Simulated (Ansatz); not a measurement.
GeTe, charge +1, doublet, at a GFN2-xTB geometry (a state made from the parent by changing its charge; the spin is typed, not shown lowest) (core potentials on Te). Base run: Ansatz (a quantum-chemistry and plane-wave program) with PBE/def2-SVP.

Input for Ansatz:
Ansatz 0.2 input:
```yaml
crystal:
  periodic: [false, false, false]
  atoms:
    - {symbol: Ge, position_ang: [-0.00000000, -0.00000000, -1.55418152]}
    - {symbol: Te, position_ang: [0.00000000, 0.00000000, 0.95641940]}
basis:
  gaussian:
    orbitals: def2-SVP
hamiltonian:
  xc: pbe
total_charge: 1
magnetization: {spin_polarized: true, initial_magnetization: 1}
```

The base run was repeated with changes; each row names its change, and settings that it needs were set with it.

| change | basis functions | E (Eh) | core-seconds (rough) |
|---|---|---|---|
| base | 58 | -2344.14914 | 6 |
| basis = STO-3G | 45 | -8601.01417 | 10 |
| basis = 3-21G | 56 | -8651.60273 | 5 |
| basis = def2-SV(P) | 58 | -2344.14914 | 4 |
| basis = def2-SVPD | 73 | -2344.15094 | 9 |
| basis = def2-TZVP | 98 | -2344.42055 | 9 |
| basis = def2-TZVPP | 98 | -2344.42055 | 9 |
| basis = def2-TZVPD | 113 | -2344.42120 | 10 |
| basis = def2-QZVP | 157 | -2344.46933 | 20 |
| basis = def2-QZVPP | 171 | -2344.46940 | 20 |

Totals compare only among sets that treat the same electrons; sets with core potentials leave the core out.
